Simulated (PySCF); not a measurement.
## Telling isomers of C4H11FOSi2 apart by NMR

- GIAO PBE0/pcSseg-1 shieldings
- geometry: GFN2-xTB
- program: PySCF 2.14
- non-relativistic, rapidly exchanging positions averaged, gas phase, single conformer

Shifts are taken against calculated references (same method and geometry level): $^{1}$H (σ = 31.72 ppm) and $^{13}$C (σ = 186.93 ppm) against TMS. Splittings of carbon signals by F and P are missing where no couplings were computed. Where no couplings were computed, multiplicities follow the n + 1 count of equivalent neighbours, and m marks all less simple cases (inequivalent or close neighbours, rings, F or P nearby). Shifts are as computed. Against solution values, carbons near 30 ppm lie about +3 ppm off and those near 130 ppm about +5 ppm. Of 1211 compounds with measured shifts, 218 miss one by over three times the rms of a fit or turn the order of signals round; such compounds aren't used in these exercises.

(1) Tabulate the signals of `CCO/C([SiH3])=C/[SiH2]F`, `CO[C@@H]1[SiH2][Si@H](F)[C@H]1C` and their relative energies.

(2) What is the quickest way to tell CCO/C([SiH3])=C/[SiH2]F from CO[C@@H]1[SiH2][Si@H](F)[C@H]1C?

Answers

(1) 
```tsv
SMILES	carbon types	δC	δH	E rel. (kcal/mol)
CCO/C([SiH3])=C/[SiH2]F	1×C 1×CH 1×CH2 1×CH3	177.3, 104.5, 64.8, 17.0	5.57 (m, 2H), 5.12 (m, 1H), 4.11 (s, 3H), 3.78 (q, 2H), 1.45 (t, 3H)	0.0
CO[C@@H]1[SiH2][Si@H](F)[C@H]1C	2×CH 2×CH3	80.8, 59.9, 45.8, 20.9	5.75 (m, 1H), 4.73 (m, 1H), 4.72 (m, 1H), 3.44 (s, 3H), 3.15 (m, 1H), 2.47 (m, 1H), 1.31 (d, 3H)	2.5
```

Energies are electronic energies at PBE0/pcSseg-1 on these geometries, without zero-point or thermal terms, each for the one conformer computed, which needn't be the lowest.

(2) Both give the same number of carbon signals, but DEPT or the intensities differ. The first has an alkene carbon bearing oxygen (C) at 177.3 ppm, the second an sp3 CH bonded to Si at 45.8 ppm. Their most deshielded carbons lie at 177.3 and 80.8 ppm.
